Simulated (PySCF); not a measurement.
## Telling isomers of C7H5F3 apart by NMR

[PySCF 2.14: geometry from GFN2-xTB; PBE0/pcSseg-1 with gauge-including orbitals; single conformer; non-relativistic; gas phase; one averaged value for each set of equivalent atoms]

Chemical shifts δ = σref − σ; TMS for 1H, 13C, all at this level. Splittings of carbon signals by F and P are missing where no couplings were computed. Where no couplings were computed, multiplicities follow the n + 1 count of equivalent neighbours, and m marks all less simple cases (inequivalent or close neighbours, rings, F or P nearby). Shifts are as computed. Against solution values, carbons near 30 ppm lie about +3 ppm off and those near 130 ppm about +5 ppm. Of 1211 compounds with measured shifts, 218 miss one by over three times the rms of a fit or turn the order of signals round; such compounds aren't used in these exercises.

(1) Tabulate the signals of `FC(F)(F)c1ccccc1`, `C=C1C=C(C(F)(F)F)C1=C` and their relative energies.

(2) What is the quickest way to tell FC(F)(F)c1ccccc1 from C=C1C=C(C(F)(F)F)C1=C?

Results:

(1) 
| SMILES | carbon types | δC | δH | E rel. (kcal/mol) |
| --- | --- | --- | --- | --- |
| FC(F)(F)c1ccccc1 | 2×C 5×CH | 137.6, 137.3, 134.3, 133.9, 132.2 | 8.07 (m, 2H), 7.85 (m, 1H), 7.83 (m, 2H) | 0.0 |
| C=C1C=C(C(F)(F)F)C1=C | 4×C 1×CH 2×CH2 | 155.1, 154.0, 152.1, 150.5, 129.7, 108.1, 104.4 | 7.42 (m, 1H), 5.43 (m, 1H), 5.40 (m, 1H), 5.37 (m, 1H), 5.34 (m, 1H) | 66.1 |

Energies are electronic energies at PBE0/pcSseg-1 on these geometries, without zero-point or thermal terms, each for the one conformer computed, which needn't be the lowest.

(2) Count the carbon signals: 5 against 7. The first has an aromatic CH at 132.2 ppm, the second a terminal =CH2 carbon at 108.1 ppm. Their most deshielded carbons lie at 137.6 and 155.1 ppm. In the proton spectra the most deshielded non-exchanging signals are 8.07 (m, 2H) and 7.42 (m, 1H).
